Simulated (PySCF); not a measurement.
System: CH3 (anion, charge -1), singlet: umbrella (inversion) coordinate, bond length relaxed. Scanned: angle between the C-H bonds and the threefold axis (90 = planar). Other coordinates (C-H bond length) were minimised at PBE0/def2-TZVP.

Level of theory: CCSD(T) on RHF/aug-cc-pVDZ, 1 core orbital frozen (PySCF).

Scanned values (°): 90, 93, 96, 99, 102, 105, 108, 111, 114, 117, 120, 123, 126, 129, 132.

Describe the profile: where are the wells and the tops?

Lower than their neighbours: 111° (0.0 kJ/mol). Higher than their neighbours: 90° (13.6 kJ/mol, end of the scan), 132° (82.3 kJ/mol, end of the scan). The whole profile spans 82.3 kJ/mol.
